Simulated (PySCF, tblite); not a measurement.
C6H9FO.
SMILES with atom numbers: `[CH3:1][C@@H:2]([F:3])[C@@H:4]1[CH:5]=[CH:6][CH2:7][O:8]1` (hydrogens: H9, H10, H11 on C1; H12 on C2; H13 on C4; H14 on C5; H15 on C6; H16, H17 on C7)

Computed with GFN2-xTB (tblite), gas phase: nudged elastic band of 9 images (0 to 8), spring 0.2 eV/Å², climbing image at the end, force threshold 0.05 eV/Å. The top image wasn't refined or checked by frequencies; at this threshold it can lie a kcal/mol or more above the true saddle point of the method.

Path: rotation about C2–C4 (sp3 C–F carbon, sp3 carbon bound to oxygen), followed by the dihedral F3–C2–C4–O8.

Image 0 (start, dihedral -179°):
```
atom  x, y, z in Å
C1     -2.158    0.871   -0.536
C2     -1.311   -0.269   -0.002
F3     -1.887   -1.478   -0.345
C4      0.121   -0.238   -0.579
C5      0.981   -1.325   -0.003
C6      1.960   -0.786    0.701
C7      1.866    0.707    0.634
O8      0.765    0.976   -0.224
H9     -2.269    0.772   -1.613
H10    -1.659    1.809   -0.314
H11    -3.144    0.858   -0.078
H12    -1.267   -0.253    1.095
H13     0.048   -0.302   -1.675
H14     0.754   -2.362   -0.158
H15     2.736   -1.283    1.251
H16     2.769    1.164    0.209
H17     1.689    1.151    1.625
```

Image 8 (end, +0.066 eV, dihedral -72°):
```
atom  x, y, z in Å
C1     -2.273    0.072   -0.769
C2     -1.189    0.511    0.200
F3     -1.199   -0.338    1.294
C4      0.226    0.510   -0.423
C5      0.786   -0.878   -0.557
C6      1.789   -1.026    0.290
C7      2.009    0.254    1.034
O8      1.148    1.195    0.410
H9     -2.056   -0.922   -1.154
H10    -2.335    0.772   -1.596
H11    -3.230    0.042   -0.256
H12    -1.391    1.512    0.601
H13     0.166    1.047   -1.380
H14     0.369   -1.603   -1.229
H15     2.385   -1.901    0.468
H16     3.038    0.622    0.961
H17     1.750    0.142    2.097
```

Question: What do the inner images look like?

Answer: 
Image 1: +0.015 eV, dihedral -165°
```
atom  x, y, z in Å
C1     -2.217    0.806   -0.620
C2     -1.294   -0.188    0.060
F3     -1.818   -1.462   -0.072
C4      0.125   -0.157   -0.549
C5      0.975   -1.300   -0.075
C6      1.969   -0.834    0.658
C7      1.905    0.661    0.706
O8      0.797    1.016   -0.113
H9     -2.336    0.536   -1.667
H10    -1.775    1.796   -0.553
H11    -3.195    0.807   -0.145
H12    -1.221    0.002    1.138
H13     0.036   -0.132   -1.645
H14     0.736   -2.316   -0.320
H15     2.740   -1.387    1.159
H16     2.810    1.129    0.299
H17     1.756    1.036    1.728
```

Image 2: +0.048 eV, dihedral -152°
```
atom  x, y, z in Å
C1     -2.273    0.727   -0.690
C2     -1.282   -0.100    0.108
F3     -1.734   -1.407    0.168
C4      0.134   -0.065   -0.516
C5      0.958   -1.262   -0.136
C6      1.975   -0.876    0.613
C7      1.953    0.612    0.767
O8      0.849    1.054   -0.014
H9     -2.380    0.302   -1.686
H10    -1.901    1.744   -0.770
H11    -3.246    0.731   -0.206
H12    -1.212    0.246    1.147
H13     0.039    0.039   -1.607
H14     0.686   -2.251   -0.449
H15     2.736   -1.486    1.062
H16     2.867    1.084    0.384
H17     1.823    0.918    1.815
```

Image 3: +0.082 eV, dihedral -138°
```
atom  x, y, z in Å
C1     -2.315    0.635   -0.748
C2     -1.271   -0.006    0.148
F3     -1.648   -1.314    0.402
C4      0.145    0.029   -0.485
C5      0.936   -1.215   -0.198
C6      1.970   -0.914    0.565
C7      1.995    0.561    0.823
O8      0.903    1.089    0.081
H9     -2.393    0.069   -1.674
H10    -2.013    1.654   -0.971
H11    -3.286    0.642   -0.261
H12    -1.222    0.488    1.126
H13     0.046    0.214   -1.564
H14     0.630   -2.171   -0.575
H15     2.715   -1.576    0.964
H16     2.922    1.030    0.467
H17     1.878    0.796    1.890
```

Image 4: +0.105 eV, dihedral -125°
```
atom  x, y, z in Å
C1     -2.340    0.533   -0.792
C2     -1.261    0.092    0.181
F3     -1.560   -1.186    0.623
C4      0.157    0.126   -0.455
C5      0.909   -1.160   -0.262
C6      1.955   -0.946    0.514
C7      2.029    0.505    0.872
O8      0.956    1.119    0.171
H9     -2.377   -0.159   -1.631
H10    -2.109    1.530   -1.154
H11    -3.312    0.543   -0.306
H12    -1.247    0.723    1.077
H13     0.058    0.390   -1.517
H14     0.568   -2.079   -0.698
H15     2.677   -1.658    0.864
H16     2.970    0.968    0.547
H17     1.919    0.671    1.954
```

Image 5 (top): +0.108 eV, dihedral -112°
```
atom  x, y, z in Å
C1     -2.348    0.422   -0.821
C2     -1.251    0.193    0.204
F3     -1.474   -1.025    0.826
C4      0.168    0.223   -0.427
C5      0.876   -1.098   -0.325
C6      1.929   -0.973    0.462
C7      2.053    0.448    0.917
O8      1.004    1.143    0.258
H9     -2.334   -0.378   -1.558
H10    -2.181    1.374   -1.316
H11    -3.322    0.436   -0.339
H12    -1.283    0.944    1.002
H13     0.074    0.564   -1.468
H14     0.503   -1.975   -0.818
H15     2.626   -1.731    0.763
H16     3.009    0.899    0.624
H17     1.943    0.544    2.006
```

Image 6: +0.096 eV, dihedral -98°
```
atom  x, y, z in Å
C1     -2.337    0.307   -0.833
C2     -1.241    0.295    0.219
F3     -1.394   -0.832    1.009
C4      0.179    0.320   -0.403
C5      0.840   -1.029   -0.390
C6      1.893   -0.994    0.406
C7      2.064    0.387    0.956
O8      1.045    1.162    0.342
H9     -2.265   -0.586   -1.450
H10    -2.228    1.188   -1.458
H11    -3.316    0.327   -0.360
H12    -1.329    1.150    0.900
H13     0.095    0.736   -1.416
H14     0.439   -1.859   -0.938
H15     2.562   -1.795    0.657
H16     3.037    0.823    0.699
H17     1.949    0.412    2.049
```

Image 7: +0.077 eV, dihedral -85°
```
atom  x, y, z in Å
C1     -2.310    0.188   -0.827
C2     -1.233    0.399    0.225
F3     -1.324   -0.610    1.168
C4      0.190    0.416   -0.382
C5      0.801   -0.954   -0.456
C6      1.849   -1.011    0.347
C7      2.061    0.323    0.992
O8      1.079    1.175    0.423
H9     -2.175   -0.779   -1.305
H10    -2.245    0.973   -1.575
H11    -3.295    0.216   -0.369
H12    -1.382    1.335    0.775
H13     0.122    0.904   -1.365
H14     0.380   -1.731   -1.064
H15     2.488   -1.849    0.547
H16     3.053    0.740    0.774
H17     1.933    0.277    2.082
```

The largest changes of bonds and angles from start to top: C2–C4 1.544 → 1.554 Å, F3–C2–C4 108.1 → 110.3°, C4–C2–H12 109.6 → 108.0°, O8–C4–H13 109.2 → 107.9°. GFN2-xTB torsional profiles can miss by a kcal/mol or more and can put conformers in the wrong order.

Question: What do single points at PBE0/pcSseg-1 (PySCF, no dispersion term) give on some images?

Answer: 
```
image  GFN2-xTB E (eV)  DFT E (eV)  HOMO (eV)  LUMO (eV)  dipole (D)
    0            0.000       0.000      -6.99       0.14        1.69
    2            0.048       0.076      -6.97       0.21        1.09
    5            0.108       0.179      -6.93       0.28        0.93
    6            0.096       0.147      -6.92       0.26        1.14
    8            0.066       0.057      -6.91       0.20        1.58
```

Energies count from image 0 at each level. At the GFN2-xTB top the DFT energy is 4.1 kcal/mol against 2.5; the geometries weren't optimised at the DFT level.

What follows is the cost of the whole band run. Hardware: one thread, Arm Neoverse V1 (aarch64), shared host. Cost: 2.9 s of wall time, 0.18 GiB resident at most.
